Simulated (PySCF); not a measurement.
Vertical excitations of a molecule ClGeH6NSi from TDA-B3LYP/def2-SVPD (PySCF), as energy in eV (oscillator strength): 5.71 (0.009), 6.04 (0.000), 6.72 (0.025), 7.01 (0.001), 7.23 (0.008), 7.32 (0.013), 7.49 (0.015), 7.51 (0.058), 7.57 (0.017), 7.65 (0.001). Lowest triplet (TDA): 5.42 eV. Coordinates come from a B3LYP-D3(BJ)/def2-SVP optimisation. A frequency run showed that this geometry is not a minimum. Other conformers were not sampled.

Task: Identify the compound among the candidates.
(A) [NH2][GeH2][SiH2]Cl
(B) [NH2][Ge@@H]([SiH3])[Cl]
(C) [SiH3][NH][GeH2][Cl]
(D) Cl[SiH2][NH][GeH3]

Result: D, Cl[SiH2][NH][GeH3]
